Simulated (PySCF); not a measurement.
# Vertical excitation energies

Compound: (OH)3Zr-S-SiH3 (singlet state).
Bonds: Zr1–O2, Zr1–O3, Zr1–O4, Zr1–S5, S5–Si6. Hydrogens: H7 on O2; H8 on O3; H9 on O4; H10, H11, H12 on Si6.

Method used: TDDFT wB97X-D/def2-SVPD, vertical, gas phase, core orbitals frozen in the response, def2 core potentials past Kr (PySCF 2.14.0, density-fitted response routines). Geometry: PBE0-D3(BJ)/def2-SVP; no solvent, vibrations or thermal averaging. Spin–orbit coupling is left out.

```csv
state,λ (nm),E (eV),f,"main configurations (H = HOMO, L = LUMO)"
S1,236.3,5.25,0.0002,H→L+1 (93%)
S2,213.0,5.82,0.046,H→L+2 (80%)
S3,204.3,6.07,0.019,"H→L+5 (42%), H→L+3 (32%)"
S4,202.2,6.13,0.0094,"H-1→L+1 (65%), H→L (12%)"
S5,200.3,6.19,0.015,"H→L+6 (27%), H→L (25%), H→L+5 (14%)"
S6,194.9,6.36,0.0019,H-1→L+2 (85%)
S7,184.2,6.73,0.0066,"H→L+8 (30%), H→L+5 (20%), H→L+7 (14%)"
S8,181.6,6.83,0.0057,"H→L+9 (42%), H→L+7 (36%)"
S9,178.5,6.94,0.029,"H-1→L (36%), H-1→L+6 (22%), H-1→L+3 (14%)"
S10,175.4,7.07,0.0077,"H→L+8 (52%), H→L (10%), H→L+7 (8%)"
```

Triplets, Tamm–Dancoff:

```json
{"state": "T1", "E (eV)": "5.12", "λ (nm)": "242.0", "main configurations (H = HOMO, L = LUMO)": "H→L+1 (89%)"}
{"state": "T2", "E (eV)": "5.33", "λ (nm)": "232.4", "main configurations (H = HOMO, L = LUMO)": "H→L+2 (90%)"}
{"state": "T3", "E (eV)": "5.72", "λ (nm)": "216.7", "main configurations (H = HOMO, L = LUMO)": "H-1→L+1 (89%)"}
{"state": "T4", "E (eV)": "5.88", "λ (nm)": "211.0", "main configurations (H = HOMO, L = LUMO)": "H→L+5 (35%), H→L+3 (31%)"}
```

The lowest singlet lies at 5.25 eV (236 nm, ultraviolet) and is dark (f under 0.0005); its leading configuration is HOMO→LUMO+1 (93%). The most intense listed level is S2 at 5.82 eV (213 nm, f = 0.046), 0.58 eV above S1. For S1 the Löwdin share of zirconium is 6% in HOMO and 58% in LUMO+1 (ligand-to-metal charge transfer by this measure); for S2 the Löwdin share of zirconium is 6% in HOMO and 62% in LUMO+2 (ligand-to-metal charge transfer by this measure). Weighted by f, the mean energy of these states is 6.30 eV. Of the 10 states listed, 4 reach f = 0.01 and 1 stays under 0.0005. The vertical ionisation energy (ΔSCF) is 9.04 eV, 1.97 eV above S10. Only the lowest 10 singlets were computed, as vertical energies without vibronic structure.
